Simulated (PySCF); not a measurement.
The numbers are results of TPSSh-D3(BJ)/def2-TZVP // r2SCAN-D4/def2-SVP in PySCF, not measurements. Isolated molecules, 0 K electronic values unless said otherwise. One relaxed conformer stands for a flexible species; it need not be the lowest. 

Reference species: [Ag(C2H4)(H)] (neutral, multiplicity 1).

```
Quantity                                  Value
-------------------------------------  --------
LUMO                                   -2.03 eV
HOMO–LUMO gap                           3.73 eV
charge on the central atom (Mulliken)   -0.07 e
```

Changed species: [Ag(NH3)(OH)] (L = NH3, X = OH; the reference has L = C2H4, X = H).

Q: What does the change do to the LUMO, HOMO–LUMO gap and charge on the central atom (Mulliken)?

A: the LUMO goes up by 0.95 eV, to -1.08 eV; the HOMO–LUMO gap rises by 0.24 eV, to 3.97 eV; the charge on the central atom (Mulliken) increases by 0.33 e, to 0.26 e.
